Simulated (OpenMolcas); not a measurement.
# Ionisation energies of lutetium

```
Program             : OpenMolcas 26.06
Basis               : ANO-RCC [12s11p8d7f4g2h]
Scalar Hamiltonian  : DKH2, point nucleus
Spin-orbit coupling : RASSI with atomic mean-field integrals over the reference wave functions, term energies averaged over their components
```

Active shells in each charge state: the valence d, s shells, with orbitals averaged over the low states. Where CASPT2's correlated closed shells are named, they are those of the first ion.

A. CASSCF
B. SS-CASPT2, IPEA 0.25 Eh, imaginary shift 0.1 Eh (closed shells correlated: 5s 5p)
C. SS-CASPT2, IPEA 0.25 Eh, imaginary shift 0.1 Eh (closed shells correlated: 4f 5s 5p)
D. SS-CASPT2, IPEA 0 Eh, imaginary shift 0.1 Eh (closed shells correlated: 5s 5p)

Energies in eV between the lowest computed levels, named as in B; reference values from the NIST Atomic Spectra Database with their kind.

| From | To | A | B | C | D | Spin-orbit share in B | Reference |
| --- | --- | --- | --- | --- | --- | --- | --- |
| Lu 5d 6s² ²D_3/2 | Lu+ 6s² ¹S₀ | 4.466 | 5.174 | 5.399 | 5.277 | +0.153 | 5.426 (measured) |
| Lu+ 6s² ¹S₀ | Lu2+ 6s ²S_1/2 | 12.968 | 13.672 | 13.943 | 13.683 | +0.000 | 14.130 (semi-empirical) |

Error against the reference values, in %:

| From | Reference | A | B | C | D |
| --- | --- | --- | --- | --- | --- |
| Lu | measured | -17.7 | -4.6 | -0.5 | -2.7 |
| Lu+ | semi-empirical | -8.2 | -3.2 | -1.3 | -3.2 |

Absolute error against the one measured value: A 0.96 eV, B 0.25 eV, C 0.03 eV, D 0.15 eV. C lies closest.

The lowest level within the active space need not be the ion's true ground level.
